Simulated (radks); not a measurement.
Results of a calculation; reference values are marked as such.
Species: the antimony ion Sb+. Configuration: [Kr] 4d10 5s2 5p1 5d1 (not the ground configuration). Code: a radial shooting solver on a logarithmic mesh with Libxc functionals. Model: scalar-relativistic Kohn-Sham, exchange-only r2SCAN, spin-polarised, spherical densities, finite nucleus; open shells are filled with parallel spins first (spin-orbit coupling, left out, can overturn this in heavy ions); meta-GGA in the generalised Kohn-Sham scheme; Fermi nuclear charge, rms radius 4.6802 fm.

X-ray form factor f0, the Fourier transform of the density (f0(0) = 50):

| sin(theta)/lambda (1/angstrom) | f0 (electrons) |
|---|---|
| 0.05 | 48.934 |
| 0.1 | 46.566 |
| 0.15 | 43.823 |
| 0.2 | 40.994 |
| 0.25 | 38.208 |
| 0.3 | 35.548 |
| 0.4 | 30.750 |
| 0.5 | 26.765 |
| 0.6 | 23.628 |
| 0.8 | 19.411 |
| 1 | 16.680 |
| 1.25 | 13.867 |
| 1.5 | 11.321 |
| 2 | 7.622 |
